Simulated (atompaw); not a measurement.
Reading a pseudo-wave (Ne)

Columns: radius, all-electron u(r) and pseudo u(r) of the 2p shell (level -13.28 eV) of neon in the configuration [He] 2s2 2p6; PBEsol, non-relativistic, PAW (atompaw) scheme, atompaw 4.2.0.5.

```csv
r (bohr),all-electron,pseudo
0.031,0.0236,0.0075
0.062,0.0815,0.0297
0.092,0.1561,0.0644
0.123,0.2426,0.1127
0.154,0.3320,0.1718
0.185,0.4196,0.2396
0.215,0.5000,0.3114
0.246,0.5769,0.3893
0.277,0.6465,0.4687
0.308,0.7085,0.5470
0.338,0.7611,0.6197
0.369,0.8080,0.6897
0.400,0.8477,0.7529
0.431,0.8804,0.8081
0.462,0.9067,0.8547
0.492,0.9266,0.8911
0.523,0.9419,0.9201
0.554,0.9524,0.9406
0.585,0.9586,0.9536
0.615,0.9610,0.9598
0.646,0.9601,0.9609
0.677,0.9564,0.9576
0.708,0.9501,0.9510
0.738,0.9420,0.9424
0.769,0.9317,0.9318
0.800,0.9199,0.9199
```

Task: How many radial nodes do the two functions have?

Result: The all-electron 2p function has n − l − 1 = 0; the pseudo-wave has 0.

Task: Is the pseudo-wave norm-conserving?

Result: No, it belongs to a PAW set: the norm inside the radius is not constrained, and the difference is carried by the augmentation charge.
